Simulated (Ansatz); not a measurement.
The cluster In2P, relaxed as a quartet with UKS r2SCAN-D4/def2-TZVP in Ansatz, starting from the r2SCAN-D4/def2-TZVP geometry of the neutral doublet. Force threshold 0.02 eV/Å.

In the def2 sets In takes a core potential; there is no spin–orbit coupling. At r2SCAN-D4/def2-TZVP a doublet of charge 0 lies 0.98 eV below the quartet, each at its own geometry. The structure comes from a short search, and lower isomers may exist.

Start:

```xyz
3

In    0.1062   -1.9345   -1.1335
In   -0.6762    1.4308    1.5918
P     0.5700    0.5037   -0.4583
```

```csv
step,energy (eV),largest force component (eV/Å),SCF passes
1,-19638.4445,0.496,21
2,-19638.7440,0.560,30
3,-19639.0488,0.547,27
4,-19639.2870,0.398,30
5,-19639.3434,0.301,28
6,-19639.3689,0.013,22
```

Force components are those of the run's own axes.

End:

Cartesian coordinates in Å:
```
In -0.1548 -1.5403 -0.6008
In -0.6962 0.7884 1.2850
P 0.8509 0.7519 -0.6842
```

By distances, no bond broke or formed, bridged metal pairs apart. The bond that changes most is In1–P3, from 2.57 to 2.50 Å (atoms count from 1). Metal–metal contacts that move far: In1–In2 4.40 to 3.05 Å.

No frequencies were taken in this run, so the end may be a saddle point.

Hardware: 4 threads of Arm Neoverse V1 on a shared host. Wall time 15 s.
